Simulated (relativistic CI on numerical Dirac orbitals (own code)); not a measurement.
**Crystal-field levels of V³⁺, 3d2**

Calculated by Dirac-Coulomb-Breit CI, orbitals from a KLI potential per configuration, model QED, valence Slater integrals scaled by 0.8, one configuration in a parametric crystal field (own radial code).

Field parameters in Wybourne normalisation: Oh B⁴₀ = 21Dq, B⁴₄ = √(5/14) B⁴₀. The field is a parameter set, without covalency.

S is read from ⟨S²⟩ = S(S + 1).

Site symmetry Oh; labels are those of the double group. Computed levels in cm⁻¹ above the lowest, in rising order:

```
Δ (size of 10Dq)  Lowest  No. 2   No. 3   No. 4     No. 5    No. 6     No. 7     No. 8
            4100       E  22 T2  308 T1  458 A1   3534 A2  3564 T2   3687 T1    3701 E
            7400       E  13 T2  292 T1  433 A1   6474 A2  6504 T2   6622 T1    6628 E
           10700       E   9 T2  281 T1  417 A1   9518 A2  9537 T2   9664 T1    9667 E
           14050       E   7 T2  272 T1  403 A1  12195 T2  12634 E  12674 A2  12819 T1
           17300       E   6 T2  265 T1  393 A1  12274 T2  12554 E  15780 A2  15841 T2
           20600       E   5 T2  260 T1  384 A1  12251 T2  12480 E  18964 A2  19016 T2
           23950       E   5 T2  255 T1  376 A1  12221 T2  12417 E  22219 A2  22268 T2
           27250       E   4 T2  250 T1  370 A1  12191 T2  12363 E  25441 A2  25490 T2
           30500       E   4 T2  247 T1  364 A1  12164 T2  12317 E  27429 A1  28627 A2
           33800       E   4 T2  244 T1  359 A1  12139 T2  12276 E  27622 A1  31872 A2
           37100       E   3 T2  241 T1  355 A1  12116 T2  12241 E  27780 A1  35125 A2
           40400       E   3 T2  239 T1  351 A1  12096 T2  12210 E  27912 A1  38384 A2
```

Ground-state S against |10Dq| in cm⁻¹: 4100: 1.00, 7400: 1.00, 10700: 1.00, 14050: 1.00, 17300: 1.00, 20600: 1.00, 23950: 1.00, 27250: 1.00, 30500: 1.00, 33800: 1.00, 37100: 1.00, 40400: 1.00.

No abrupt spin change occurs in this range.
